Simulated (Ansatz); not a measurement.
Species: AlCl (charge 0, singlet). 
Geometry from a B3LYP-D3(BJ)/def2-TZVP (Ansatz, a program for electronic structure) optimisation:
SMILES: [Cl][Al]
```xyz
2

Al     0.0000     0.0000    -1.2241
Cl     0.0000     0.0000     0.9361
```
Charge 0, spin multiplicity 1.

PBE beside other levels, property by property. Valence correlation only, unless marked. Open shells are spin-unrestricted. Spin-orbit coupling is left out. No relativistic terms. Basis-set limits of correlation are two-point, X^-3; Hartree-Fock from the larger set (for Q and 5 zeta extrapolated as (X+1)exp(-9√X)). Atomisation energies are electronic, to ground-state atoms; the column to compare with has the core term from cc-pwCVTZ added, other frozen-core levels have none. Vertical energies are electronic, to the SCF solution reached for that spin. The coupled-cluster column (Ansatz) is a level with limits of its own: (a) CCSD(T)/CBS(aug-cc-pV(T+d)Z,aug-cc-pV(Q+d)Z); (b) CCSD(T)/CBS(cc-pV(Q+d)Z,cc-pV(5+d)Z).

```tsv
property	r2SCAN/def2-TZVPD (Ansatz)	CAM-B3LYP/def2-TZVPD (Ansatz)	CCSD(T)/aug-cc-pV(D+d)Z (Ansatz)	coupled cluster
vertical ionisation energy to the doublet (eV)	9.11	9.42	9.29	9.41 (a)
atomisation energy (kcal/mol)	120.5	117.8	112.1	122.8 (b)
```

Problem. What does PBE/def2-TZVPD (Ansatz) give for each property, and on which side of coupled cluster does it fall?

Solution. 
- vertical ionisation energy to the doublet: PBE lies 0.19 eV below coupled cluster; PBE gives 9.22 eV.
- atomisation energy: PBE lies 1.7 kcal/mol below coupled cluster; PBE gives 121.1 kcal/mol.
